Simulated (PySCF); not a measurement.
H$_{2}$OSeZn (SMILES [OH][Zn][SeH]), singlet, at a GFN2-xTB geometry (such geometries of metal compounds can be far from the true shape); CASSCF(6,6)/6-31G (PySCF).

The PySCF input:
```python
from pyscf import gto, scf, mcscf
import numpy

mol = gto.Mole()
mol.atom = '''
    Zn    0.830167   -0.381013    0.144939
    O     1.680398   -1.514689   -0.815476
    H     2.535398   -1.909748   -0.670152
    Se   -1.169340    0.705015    0.046914
    H    -1.126002    1.487160    1.250713
'''
mol.basis = '6-31g'
mol.charge = 0
mol.spin = 0
mol.verbose = 4
mol.build()

mf = scf.RHF(mol)
mf.kernel()
mc = mcscf.CASSCF(mf, 6, 6)
mc.fix_spin_(ss=0.0)
mc.kernel()
occ = numpy.linalg.eigvalsh(mc.fcisolver.make_rdm1(mc.ci, mc.ncas, mc.nelecas))[::-1]
ss = mc.fcisolver.spin_square(mc.ci, mc.ncas, mc.nelecas)[0]
print('natural occupations', occ.round(4), ' <S^2>', round(ss, 4))
```

What the program printed (banner, timings and long lists left out):

```
PySCF version 2.14.0

[INPUT] verbose = 4
[INPUT] num. atoms = 5
[INPUT] num. electrons = 74
[INPUT] charge = 0
[INPUT] spin (= nelec alpha-beta = 2S) = 0
[INPUT] symmetry False subgroup None
[INPUT] Mole.unit = angstrom
[INPUT] Symbol           X                Y                Z      unit          X                Y                Z       unit  Magmom
[...]
nuclear repulsion = 383.813126480395
number of shells = 31
number of NR pGTOs = 210
number of NR cGTOs = 67
basis = 6-31g
ecp = {}

******** <class 'pyscf.scf.hf.RHF'> ********
method = RHF
initial guess = minao
damping factor = 0
level_shift factor = 0
DIIS = <class 'pyscf.scf.diis.CDIIS'>
diis_start_cycle = 1
diis_space = 8
diis_damp = 0
SCF conv_tol = 1e-09
SCF conv_tol_grad = None
SCF max_cycles = 50
direct_scf = True
direct_scf_tol = 1e-13
Set gradient conv threshold to 3.16228e-05
Initial guess from minao.
init E= -4251.83317493177
[...]
cycle= 1 E= -4252.91742542025  delta_E= -1.08  |g|= 0.591  |ddm|=  2.1
[...]
cycle= 2 E= -4252.9720420432  delta_E= -0.0546  |g|= 0.41  |ddm|= 0.832
[...]
cycle= 3 E= -4253.0037902078  delta_E= -0.0317  |g|= 0.0409  |ddm|= 0.267
[...]
cycle= 4 E= -4253.00452047191  delta_E= -0.00073  |g|= 0.0139  |ddm|= 0.0801
[...]
cycle= 5 E= -4253.00459009376  delta_E= -6.96e-05  |g|= 0.00433  |ddm|= 0.025
[...]
cycle= 6 E= -4253.00460221335  delta_E= -1.21e-05  |g|= 0.00138  |ddm|= 0.0118
[...]
cycle= 7 E= -4253.00460363604  delta_E= -1.42e-06  |g|= 0.0007  |ddm|= 0.00378
[...]
cycle= 8 E= -4253.00460390627  delta_E= -2.7e-07  |g|= 0.000132  |ddm|= 0.00184
[...]
cycle= 9 E= -4253.00460392725  delta_E= -2.1e-08  |g|= 3.51e-05  |ddm|= 0.000537
[...]
cycle= 10 E= -4253.00460392842  delta_E= -1.17e-09  |g|= 1.09e-05  |ddm|= 0.000105
[...]
cycle= 11 E= -4253.00460392855  delta_E= -1.3e-10  |g|= 3.37e-06  |ddm|= 3.13e-05
[...]
Extra cycle  E= -4253.00460392856  delta_E= -9.09e-12  |g|= 1.8e-06  |ddm|= 4.89e-06
converged SCF energy = -4253.00460392856

******** <class 'pyscf.mcscf.mc1step.CASSCF'> ********
CAS (3e+3e, 6o), ncore = 34, nvir = 27
max_cycle_macro = 50
max_cycle_micro = 4
conv_tol = 1e-07
conv_tol_grad = None
orbital rotation max_stepsize = 0.02
orbital rotation threshold for CI restart = 0.01
augmented hessian ah_max_cycle = 30
augmented hessian ah_conv_tol = 1e-12
augmented hessian ah_linear dependence = 1e-14
augmented hessian ah_level shift = 1e-08
augmented hessian ah_start_tol = 2.5
augmented hessian ah_start_cycle = 3
augmented hessian ah_grad_trust_region = 3
kf_trust_region = 3
kf_interval = 4
ci_response_space = 4
ci_grad_trust_region = 3
with_dep4 0
natorb = False
canonicalization = True
sorting_mo_energy = False
ao2mo_level = 2
internal_rotation = False
******** <class 'pyscf.fci.addons.SpinPenaltyFCISolver'> ********
max. cycles = 50
conv_tol = 1e-08
davidson only = True
linear dependence = 1e-12
level shift = 0.001
max iter space = 12
nroots = 1
pspace_size = 400
spin = None
CASCI E = -4253.00737898951  S^2 = 0.0000000
Set conv_tol_grad to 0.000316228
macro iter   1 ( 21 JK    4 micro), CASSCF E = -4253.01824756540  dE = -1.08685759e-02  S^2 = 0.0000000
               |grad[o]|=0.0092  |grad[c]|= 0.02  |ddm|=0.0325  |maxRot[o]|=0.291
macro iter   2 ( 21 JK    4 micro), CASSCF E = -4253.02065011329  dE = -2.40254789e-03  S^2 = 0.0000000
               |grad[o]|=0.0158  |grad[c]|=0.00879  |ddm|=0.00569  |maxRot[o]|=0.268
macro iter   3 ( 21 JK    4 micro), CASSCF E = -4253.02235524785  dE = -1.70513456e-03  S^2 = 0.0000000
               |grad[o]|=0.00718  |grad[c]|=0.00744  |ddm|=0.00787  |maxRot[o]|=0.304
macro iter   4 ( 21 JK    4 micro), CASSCF E = -4253.02629401101  dE = -3.93876316e-03  S^2 = 0.0000000
               |grad[o]|=0.0107  |grad[c]|=0.0135  |ddm|=0.0136  |maxRot[o]|=0.313
macro iter   5 ( 21 JK    4 micro), CASSCF E = -4253.02816497574  dE = -1.87096473e-03  S^2 = 0.0000000
               |grad[o]|=0.0104  |grad[c]|=0.00973  |ddm|=0.00948  |maxRot[o]|=0.313
macro iter   6 ( 21 JK    4 micro), CASSCF E = -4253.03172332045  dE = -3.55834471e-03  S^2 = 0.0000000
               |grad[o]|=0.0089  |grad[c]|=0.0105  |ddm|=0.0171  |maxRot[o]|=0.306
macro iter   7 ( 21 JK    4 micro), CASSCF E = -4253.03300104537  dE = -1.27772492e-03  S^2 = 0.0000000
               |grad[o]|=0.00576  |grad[c]|=0.0094  |ddm|=0.00683  |maxRot[o]|= 0.11
macro iter   8 ( 21 JK    4 micro), CASSCF E = -4253.03344914275  dE = -4.48097381e-04  S^2 = 0.0000000
               |grad[o]|=0.00405  |grad[c]|=0.00817  |ddm|=0.00458  |maxRot[o]|=0.0526
macro iter   9 ( 21 JK    4 micro), CASSCF E = -4253.03371190558  dE = -2.62762832e-04  S^2 = 0.0000000
               |grad[o]|=0.00336  |grad[c]|=0.00791  |ddm|=0.00449  |maxRot[o]|=0.0377
macro iter  10 ( 21 JK    4 micro), CASSCF E = -4253.03388667889  dE = -1.74773306e-04  S^2 = 0.0000000
               |grad[o]|=0.00296  |grad[c]|=0.00771  |ddm|=0.00421  |maxRot[o]|=0.0298
macro iter  11 ( 21 JK    4 micro), CASSCF E = -4253.03401185048  dE = -1.25171590e-04  S^2 = 0.0000000
               |grad[o]|=0.00269  |grad[c]|=0.00755  |ddm|=0.00402  |maxRot[o]|=0.0246
macro iter  12 ( 21 JK    4 micro), CASSCF E = -4253.03410645982  dE = -9.46093378e-05  S^2 = 0.0000000
               |grad[o]|=0.00251  |grad[c]|=0.00744  |ddm|=0.00387  |maxRot[o]|=0.0208
macro iter  13 ( 21 JK    4 micro), CASSCF E = -4253.03418135192  dE = -7.48920993e-05  S^2 = 0.0000000
               |grad[o]|=0.00238  |grad[c]|=0.00736  |ddm|=0.00375  |maxRot[o]|=0.0179
macro iter  14 ( 21 JK    4 micro), CASSCF E = -4253.03424320458  dE = -6.18526656e-05  S^2 = 0.0000000
               |grad[o]|=0.00229  |grad[c]|=0.00729  |ddm|=0.00365  |maxRot[o]|=0.0181
macro iter  15 ( 21 JK    4 micro), CASSCF E = -4253.03429634118  dE = -5.31365940e-05  S^2 = 0.0000000
               |grad[o]|=0.00222  |grad[c]|=0.00724  |ddm|=0.00357  |maxRot[o]|=0.0184
macro iter  16 ( 21 JK    4 micro), CASSCF E = -4253.03434365640  dE = -4.73152195e-05  S^2 = 0.0000000
[...]
               |grad[o]|=0.00207  |grad[c]|=0.00706  |ddm|=0.00326  |maxRot[o]|=0.0966
macro iter  22 ( 12 JK    3 micro), CASSCF E = -4253.03573783826  dE = -6.75768398e-04  S^2 = 0.0000000
               |grad[o]|=0.0031  |grad[c]|=0.0252  |ddm|=0.0155  |maxRot[o]|=0.133
macro iter  23 ( 12 JK    3 micro), CASSCF E = -4253.03639256712  dE = -6.54728857e-04  S^2 = 0.0000000
               |grad[o]|=0.00446  |grad[c]|=0.0206  |ddm|=0.0119  |maxRot[o]|=0.111
macro iter  24 ( 21 JK    4 micro), CASSCF E = -4253.03644315106  dE = -5.05839425e-05  S^2 = 0.0000000
               |grad[o]|=0.00477  |grad[c]|=0.0114  |ddm|=0.00482  |maxRot[o]|=0.0665
macro iter  25 ( 21 JK    4 micro), CASSCF E = -4253.03646866598  dE = -2.55149189e-05  S^2 = 0.0000000
               |grad[o]|=0.00411  |grad[c]|=0.0095  |ddm|=0.00409  |maxRot[o]|=0.0265
macro iter  26 ( 21 JK    4 micro), CASSCF E = -4253.03649412193  dE = -2.54559554e-05  S^2 = 0.0000000
               |grad[o]|=0.00345  |grad[c]|=0.009  |ddm|=0.00388  |maxRot[o]|=0.0214
macro iter  27 ( 21 JK    4 micro), CASSCF E = -4253.03650793741  dE = -1.38154792e-05  S^2 = 0.0000000
               |grad[o]|=0.00312  |grad[c]|=0.00853  |ddm|=0.00373  |maxRot[o]|=0.0162
macro iter  28 ( 21 JK    4 micro), CASSCF E = -4253.03651121942  dE = -3.28200167e-06  S^2 = 0.0000000
               |grad[o]|=0.00297  |grad[c]|=0.00845  |ddm|=0.00372  |maxRot[o]|=0.0138
macro iter  29 ( 21 JK    4 micro), CASSCF E = -4253.03651477199  dE = -3.55257907e-06  S^2 = 0.0000000
               |grad[o]|=0.00293  |grad[c]|=0.00826  |ddm|=0.00353  |maxRot[o]|=0.00807
macro iter  30 ( 21 JK    4 micro), CASSCF E = -4253.03651717854  dE = -2.40654936e-06  S^2 = 0.0000000
               |grad[o]|=0.0029  |grad[c]|=0.00817  |ddm|=0.00351  |maxRot[o]|=0.00773
macro iter  31 ( 21 JK    4 micro), CASSCF E = -4253.03651242601  dE =  4.75253182e-06  S^2 = 0.0000000
               |grad[o]|=0.00289  |grad[c]|=0.00818  |ddm|=0.00364  |maxRot[o]|=0.00686
macro iter  32 ( 21 JK    4 micro), CASSCF E = -4253.03681876681  dE = -3.06340800e-04  S^2 = 0.0000000
               |grad[o]|=0.00293  |grad[c]|=0.0055  |ddm|=0.00287  |maxRot[o]|=0.091
macro iter  33 ( 21 JK    4 micro), CASSCF E = -4253.03714432616  dE = -3.25559343e-04  S^2 = 0.0000000
               |grad[o]|=0.00321  |grad[c]|=0.00364  |ddm|=0.0014  |maxRot[o]|=0.0875
macro iter  34 ( 12 JK    3 micro), CASSCF E = -4253.03749737444  dE = -3.53048288e-04  S^2 = 0.0000000
               |grad[o]|=0.00311  |grad[c]|=0.0124  |ddm|=0.00702  |maxRot[o]|=0.111
macro iter  35 ( 20 JK    4 micro), CASSCF E = -4253.03752625164  dE = -2.88771917e-05  S^2 = 0.0000000
               |grad[o]|=0.00332  |grad[c]|=0.00932  |ddm|=0.00449  |maxRot[o]|=0.0226
macro iter  36 ( 21 JK    4 micro), CASSCF E = -4253.03754172416  dE = -1.54725258e-05  S^2 = 0.0000000
               |grad[o]|=0.00327  |grad[c]|=0.00729  |ddm|=0.00275  |maxRot[o]|=0.00776
macro iter  37 ( 21 JK    4 micro), CASSCF E = -4253.03754025996  dE =  1.46420462e-06  S^2 = 0.0000000
               |grad[o]|=0.0028  |grad[c]|=0.00782  |ddm|=0.00334  |maxRot[o]|=0.00181
macro iter  38 ( 21 JK    4 micro), CASSCF E = -4253.03767771290  dE = -1.37452947e-04  S^2 = 0.0000000
               |grad[o]|=0.00265  |grad[c]|=0.00529  |ddm|=0.00296  |maxRot[o]|=0.0462
macro iter  39 ( 21 JK    4 micro), CASSCF E = -4253.03790602470  dE = -2.28311798e-04  S^2 = 0.0000000
               |grad[o]|=0.00254  |grad[c]|=0.00368  |ddm|=0.00173  |maxRot[o]|=0.0859
macro iter  40 ( 21 JK    4 micro), CASSCF E = -4253.03797676197  dE = -7.07372719e-05  S^2 = 0.0000000
               |grad[o]|=0.00245  |grad[c]|=0.0106  |ddm|=0.00577  |maxRot[o]|=0.0353
macro iter  41 ( 21 JK    4 micro), CASSCF E = -4253.03798235276  dE = -5.59078762e-06  S^2 = 0.0000000
               |grad[o]|=0.00236  |grad[c]|=0.00659  |ddm|=0.00283  |maxRot[o]|=0.00453
macro iter  42 ( 21 JK    4 micro), CASSCF E = -4253.03798224920  dE =  1.03565071e-07  S^2 = 0.0000000
               |grad[o]|=0.00207  |grad[c]|=0.00754  |ddm|=0.00351  |maxRot[o]|=0.000608
macro iter  43 ( 21 JK    4 micro), CASSCF E = -4253.03807664263  dE = -9.43934283e-05  S^2 = 0.0000000
               |grad[o]|=0.00199  |grad[c]|=0.00509  |ddm|=0.00311  |maxRot[o]|=0.0444
macro iter  44 ( 11 JK    3 micro), CASSCF E = -4253.03819386134  dE = -1.17218711e-04  S^2 = 0.0000000
               |grad[o]|=0.0018  |grad[c]|=0.00523  |ddm|=0.00357  |maxRot[o]|=0.0684
macro iter  45 ( 21 JK    4 micro), CASSCF E = -4253.03818487835  dE =  8.98298822e-06  S^2 = 0.0000000
               |grad[o]|=0.0016  |grad[c]|=0.00535  |ddm|=0.00289  |maxRot[o]|=0.00713
macro iter  46 ( 21 JK    4 micro), CASSCF E = -4253.03823645592  dE = -5.15775728e-05  S^2 = 0.0000000
               |grad[o]|=0.00155  |grad[c]|=0.00322  |ddm|=0.00202  |maxRot[o]|=0.0348
macro iter  47 ( 16 JK    4 micro), CASSCF E = -4253.03828380997  dE = -4.73540449e-05  S^2 = 0.0000000
               |grad[o]|=0.00121  |grad[c]|=0.00329  |ddm|=0.0024  |maxRot[o]|=0.0508
macro iter  48 ( 18 JK    4 micro), CASSCF E = -4253.03828240079  dE =  1.40918019e-06  S^2 = 0.0000000
               |grad[o]|=0.000903  |grad[c]|=0.0032  |ddm|=0.00179  |maxRot[o]|=0.00188
macro iter  49 ( 20 JK    4 micro), CASSCF E = -4253.03830440375  dE = -2.20029642e-05  S^2 = 0.0000000
               |grad[o]|=0.000762  |grad[c]|=0.000916  |ddm|=0.000758  |maxRot[o]|=0.0369
macro iter  50 ( 14 JK    3 micro), CASSCF E = -4253.03830974734  dE = -5.34358878e-06  S^2 = 0.0000000
               |grad[o]|=0.000449  |grad[c]|=0.000672  |ddm|=0.00116  |maxRot[o]|=0.0215
1-step CASSCF not converged,  50 macro (996 JK 195 micro) steps
CASSCF canonicalization
Density matrix diagonal elements [1.97758489 1.97564867 1.98748244 0.02852732 0.01780075 0.01295593]
CASSCF energy = -4253.03830974734
CASCI E = -4253.03830974734  E(CI) = -6.84785261744400  S^2 = 0.0000000
natural occupations [1.988  1.9802 1.9751 0.0303 0.0145 0.0119]  <S^2> 0.0
```

The run did not converge; its last values are not results.
